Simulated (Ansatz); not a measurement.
Gas-phase electronic energies from Ansatz, PBE0-D4/def2-TZVP geometries. CBS: MP2 limit from def2 TZ/QZ plus the TZ coupled-cluster correction, frozen cores. Functionals use def2-TZVPP. B3LYP here is the variant with VWN-RPA as its local correlation; programs differ in this. For Br outer-core shells are correlated without core-valence functions, which leaves a few kJ/mol of doubt a bond. Scalar relativity is left out up to krypton. One conformer a species, not always the lowest.

`O[SiH]([SiH3])[AlH][Cl]` + `CO[SiH](O)Br` → `CO[SiH](Br)O[SiH3]` + `O[SiH2][AlH][Cl]`  (cleavage of the Si–Si bond)

```json
{"level": "PBE-D4", "ΔE (kcal/mol)": "-17.1", "difference from CCSD(T)/CBS": "7.0"}
{"level": "r2SCAN-D4", "ΔE (kcal/mol)": "-21.8", "difference from CCSD(T)/CBS": "2.3"}
{"level": "B3LYP-D4", "ΔE (kcal/mol)": "-24.0", "difference from CCSD(T)/CBS": "0.1"}
{"level": "ωB97X-V", "ΔE (kcal/mol)": "-23.5", "difference from CCSD(T)/CBS": "0.6"}
{"level": "ωB97M-V", "ΔE (kcal/mol)": "-24.3", "difference from CCSD(T)/CBS": "-0.2"}
{"level": "PBE", "ΔE (kcal/mol)": "-16.9", "difference from CCSD(T)/CBS": "7.2"}
{"level": "r2SCAN", "ΔE (kcal/mol)": "-21.7", "difference from CCSD(T)/CBS": "2.4"}
{"level": "PBE0", "ΔE (kcal/mol)": "-19.2", "difference from CCSD(T)/CBS": "4.9"}
{"level": "CCSD/def2-TZVPP", "ΔE (kcal/mol)": "-25.2", "difference from CCSD(T)/CBS": "-1.1"}
{"level": "CCSD(T)/def2-TZVPP", "ΔE (kcal/mol)": "-24.1", "difference from CCSD(T)/CBS": "0.0"}
{"level": "HF/def2-QZVPP", "ΔE (kcal/mol)": "-31.7", "difference from CCSD(T)/CBS": "-7.6"}
{"level": "MP2/def2-QZVPP", "ΔE (kcal/mol)": "-25.9", "difference from CCSD(T)/CBS": "-1.8"}
{"level": "SCS-MP2/def2-QZVPP", "ΔE (kcal/mol)": "-27.3", "difference from CCSD(T)/CBS": "-3.2"}
{"level": "HF/CBS(def2)", "ΔE (kcal/mol)": "-31.8", "difference from CCSD(T)/CBS": "-7.7"}
{"level": "MP2/CBS(def2)", "ΔE (kcal/mol)": "-25.7", "difference from CCSD(T)/CBS": "-1.6"}
{"level": "CCSD/CBS(def2)", "ΔE (kcal/mol)": "-25.1", "difference from CCSD(T)/CBS": "-1.0"}
{"level": "CCSD(T)/CBS", "ΔE (kcal/mol)": "-24.1", "difference from CCSD(T)/CBS": "0"}
```

Largest T1 diagnostic among the species: 0.012.

From PBE to PBE0 (25 % exact exchange), in def2-TZVPP and without D4, ΔE moves by −2.3 kcal/mol. In def2-TZVPP, CCSD(T) changes the Hartree–Fock value by +6.8 kcal/mol (the triples alone add +1.0 kcal/mol) and MP2 by +5.3 kcal/mol.
